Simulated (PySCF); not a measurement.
C2H9GaN (SMILES [CH3][Ga]([CH3])<-[NH3]), doublet (typed; the unrestricted solution is spin-contaminated), geometry from GFN2-xTB (such geometries of metal compounds can be far from the true shape) (the spin is typed, not shown lowest), with bond 9-6 at 3.0 times its length; PBE0/STO-3G run with PySCF.

Input for PySCF:
```python
from pyscf import gto, scf, dft

mol = gto.M(
    atom='''
Ga    0.355652    0.125675    0.458490
C     1.057252    1.028231   -1.367268
H     1.881702    0.474578   -1.820714
H     1.402197    2.046522   -1.178389
H     0.235676    1.079717   -2.085913
C    -1.707799    0.525046    0.931879
H    -2.196294   -0.323234    1.415391
H    -2.247498    0.759459    0.010960
H    -1.963076    3.106027    2.930880
N    -0.396543   -1.793939   -0.883601
H    -1.128874   -1.352949   -1.431240
H    -0.805480   -2.584367   -0.395890
H     0.305348   -2.143112   -1.528061
''',
    basis='sto-3g',
    charge=0,
    spin=1,
    verbose=5,
)

mf = dft.UKS(mol)
mf.xc = 'pbe0'
mf.kernel()
mo_i, mo_e, stable_i, stable_e = mf.stability(internal=True, external=False, return_status=True, nroots=6, tol=1e-6)
print('internally stable:', stable_i, ' externally stable:', stable_e)
if not stable_i:
    umf = mf.copy()
    umf.scf_summary = {}
    umf.kernel(umf.make_rdm1(mo_i, mf.mo_occ))
mf.analyze()
```

Task: What does PySCF print? Leave out banner, timings and long lists.

Result: 
```
PySCF version 2.14.0

[INPUT] verbose = 5
[INPUT] max_memory = 4000
[INPUT] num. atoms = 13
[INPUT] num. electrons = 59
[INPUT] charge = 0
[INPUT] spin (= nelec alpha-beta = 2S) = 1
[INPUT] symmetry False subgroup None
[INPUT] Mole.unit = angstrom
[INPUT] Symbol           X                Y                Z      unit          X                Y                Z       unit  Magmom
[...]
[INPUT] ---------------- BASIS SET ----------------
[INPUT] l, kappa, [nprim/nctr], expnt,             c_1 c_2 ...
[INPUT] C
[...]
                                13.045096         0.53532814
                                3.5305122         0.44463454
[...]
                                0.6834831         0.39951283
                                0.2222899         0.70011547
[...]
                                0.6834831         0.60768372
                                0.2222899         0.39195739
[INPUT] N
[...]
                                18.052312         0.53532814
                                4.8856602         0.44463454
[...]
                                0.8784966         0.39951283
                                0.2857144         0.70011547
[...]
                                0.8784966         0.60768372
                                0.2857144         0.39195739
[INPUT] Ga
[...]
                                375.4910517       0.5353281423
                                101.6225324       0.4446345422
[...]
                                38.98425028       0.3995128261
                                12.67888813       0.7001154689
[...]
                                3.847993927       0.2175436044
                                1.484675684       0.9166769611
[...]
                                0.2947057141      0.0196064117
                                0.1301451506      1.131034442
[...]
                                38.98425028       0.6076837186
                                12.67888813       0.3919573931
[...]
                                3.847993927       0.5777664691
                                1.484675684       0.4846460366
[...]
                                0.2947057141      0.5715227604
                                0.1301451506      0.5498949471
[...]
                                3.847993927       0.6555473627
                                1.484675684       0.286573259
[INPUT] H
[...]
                                0.62391373        0.53532814
                                0.1688554         0.44463454

nuclear repulsion = 255.531316538965
number of shells = 26
number of NR pGTOs = 126
number of NR cGTOs = 42
basis = sto-3g
ecp = {}

******** <class 'pyscf.dft.uks.UKS'> ********
method = UKS
initial guess = minao
damping factor = 0
level_shift factor = 0
DIIS = <class 'pyscf.scf.diis.CDIIS'>
diis_start_cycle = 1
diis_space = 8
diis_damp = 0
SCF conv_tol = 1e-09
SCF conv_tol_grad = None
SCF max_cycles = 50
direct_scf = True
direct_scf_tol = 1e-13
number electrons alpha = 30  beta = 29
XC library pyscf.dft.libxc version 7.1.2
    S. Lehtola, C. Steigemann, M. J. T. Oliveira, and M. A. L. Marques,  SoftwareX 7, 1–5 (2018)
XC functionals = pbe0
    C. Adamo and V. Barone,  J. Chem. Phys. 110, 6158 (1999)
    M. Ernzerhof and G. E. Scuseria,  J. Chem. Phys. 110, 5029 (1999)
radial grids:
    Treutler-Ahlrichs [JCP 102, 346 (1995); DOI:10.1063/1.469408] (M4) radial grids

becke partition: Becke, JCP 88, 2547 (1988); DOI:10.1063/1.454033
pruning grids: <function nwchem_prune>
grids dens level: 3
symmetrized grids: False
atomic radii adjust function: <function treutler_atomic_radii_adjust>
small_rho_cutoff = 0
Set gradient conv threshold to 3.16228e-05
atom Ga rad-grids = 90, ang-grids = [ 50  50  50  50  50  50  50  50  50  50  50  50  50  50  50  50  50  50
  50  50  50  50  50  50  50  50  50  50  86  86  86  86  86  86  86  86
  86  86  86  86  86  86  86 350 350 350 350 350 350 350 350 350 350 350
 434 434 434 434 434 434 434 434 434 434 434 434 434 434 434 434 434 434
[...]
SCF not converged.
<class 'pyscf.dft.uks.UKS'> wavefunction has an internal instability
internally stable: False  externally stable: None
SCF not converged.
Total Energy =                       -2036.125320719935416
[...]
1 C 2py         -0.06195   0.04409
1 C 2pz          0.05382  -0.10777
2 H 1s           0.01242  -0.08969
3 H 1s           0.07146  -0.07554
4 H 1s           0.10468  -0.07895
5 C 1s          -0.00938   0.00007
5 C 2s           0.44711   0.00017
5 C 2px         -0.45408   0.01780
5 C 2py         -0.23689  -0.42615
5 C 2pz         -0.13818   0.55491
6 H 1s          -0.50165  -0.47620
7 H 1s          -0.47282   0.47557
8 H 1s           0.00171  -0.00008
9 N 1s           0.00025  -0.00004
9 N 2s          -0.01279   0.00215
9 N 2px          0.02327  -0.01815
9 N 2py         -0.00251   0.00966
9 N 2pz          0.00469  -0.00719
10 H 1s          0.02856  -0.02925
11 H 1s          0.01371   0.00886
12 H 1s         -0.00623   0.00993

To work with the spin densities directly, `use mulliken_meta_spin()` only printing them here.

 ** Mulliken spin pop alpha/beta on meta-lowdin orthogonal AOs **
 ** Mulliken Spin Density (per AO)  **
spin_pop of  0 Ga 1s       -0.00000
spin_pop of  0 Ga 2s       -0.00000
spin_pop of  0 Ga 3s       -0.00017
spin_pop of  0 Ga 4s       -0.04960
spin_pop of  0 Ga 2px      -0.00000
spin_pop of  0 Ga 2py      -0.00000
spin_pop of  0 Ga 2pz      -0.00000
spin_pop of  0 Ga 3px       0.00002
spin_pop of  0 Ga 3py       0.00005
spin_pop of  0 Ga 3pz      -0.00001
spin_pop of  0 Ga 4px      -0.11430
spin_pop of  0 Ga 4py       0.00407
spin_pop of  0 Ga 4pz      -0.08685
spin_pop of  0 Ga 3dxy      0.26256
spin_pop of  0 Ga 3dyz      0.12288
spin_pop of  0 Ga 3dz^2     0.09184
spin_pop of  0 Ga 3dxz      0.20141
spin_pop of  0 Ga 3dx2-y2    0.25535
spin_pop of  1 C 1s       -0.00000
spin_pop of  1 C 2s       -0.00161
spin_pop of  1 C 2px       0.00122
spin_pop of  1 C 2py      -0.00143
spin_pop of  1 C 2pz      -0.01267
spin_pop of  2 H 1s       -0.00190
spin_pop of  3 H 1s       -0.00074
spin_pop of  4 H 1s       -0.00536
spin_pop of  5 C 1s        0.00000
spin_pop of  5 C 2s        0.10220
spin_pop of  5 C 2px      -0.02062
spin_pop of  5 C 2py       0.41220
spin_pop of  5 C 2pz       0.26049
spin_pop of  6 H 1s       -0.00511
spin_pop of  7 H 1s       -0.00505
spin_pop of  8 H 1s       -0.43520
spin_pop of  9 N 1s        0.00000
spin_pop of  9 N 2s        0.00810
spin_pop of  9 N 2px       0.00154
spin_pop of  9 N 2py       0.00957
spin_pop of  9 N 2pz       0.00666
spin_pop of  10 H 1s       -0.00029
spin_pop of  11 H 1s       -0.00014
spin_pop of  12 H 1s        0.00090
 ** Mulliken Spin Density (per atom)  **
spin density of  0 Ga =      0.68725
spin density of  1 C =     -0.01450
spin density of  2 H =     -0.00190
spin density of  3 H =     -0.00074
spin density of  4 H =     -0.00536
spin density of  5 C =      0.75428
spin density of  6 H =     -0.00511
spin density of  7 H =     -0.00505
spin density of  8 H =     -0.43520
spin density of  9 N =      0.02587
spin density of  10 H =     -0.00029
spin density of  11 H =     -0.00014
spin density of  12 H =      0.00090
 ** Mulliken pop alpha/beta on meta-lowdin orthogonal AOs **
 ** Mulliken pop       alpha | beta **
In total            30.00000 | 29.00000
 ** Mulliken atomic charges   ( Nelec_alpha | Nelec_beta ) **
charge of  0Ga =      0.32859  (    15.67933     14.99208 )
charge of  1C =     -0.27667  (     3.13109      3.14558 )
charge of  2H =      0.03823  (     0.47993      0.48183 )
charge of  3H =      0.04625  (     0.47650      0.47725 )
charge of  4H =      0.03323  (     0.48070      0.48607 )
charge of  5C =      0.06664  (     3.34382      2.58954 )
charge of  6H =      0.01640  (     0.48924      0.49435 )
charge of  7H =      0.00547  (     0.49474      0.49979 )
charge of  8H =     -0.53180  (     0.54830      0.98350 )
charge of  9N =     -0.22116  (     3.62351      3.59765 )
charge of  10H =      0.16570  (     0.41700      0.41730 )
charge of  11H =      0.16483  (     0.41752      0.41766 )
charge of  12H =      0.16429  (     0.41831      0.41741 )
Dipole moment(X, Y, Z, Debye):  1.52189, -10.99859, -9.40502
```

Convergence was not reached.
